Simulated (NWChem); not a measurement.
Species: C$_{2}$H$_{3}$O$_{3}$ anion

```xyz
8

C      0.0166     1.7765     0.0010
O     -0.7004     0.5705     0.0001
C      0.0477    -0.6819     0.0001
O     -0.7034    -1.6631    -0.0004
O      1.2870    -0.5758     0.0003
H      1.0997     1.5810    -0.0042
H     -0.2409     2.3720     0.8988
H     -0.2490     2.3772    -0.8908
```
Atoms are numbered in this order, from 1.

Results from NWChem. Structure relaxed at the B3LYP/def2-SVPD level. Not confirmed as a minimum by frequencies. Level: PBE0/aug-cc-pVDZ with COSMO at NWChem's default radii, gas-phase geometry; rows give the dielectric constant. Reactions with the solvent are ignored.

For dielectric constant 25.0:

```yaml
electrostatic solvation energy (kcal/mol): -65.0
```

Problem. What are these values for dielectric constant 78.4?

Solution. The electrostatic solvation energy (kcal/mol) comes out as -66.9.
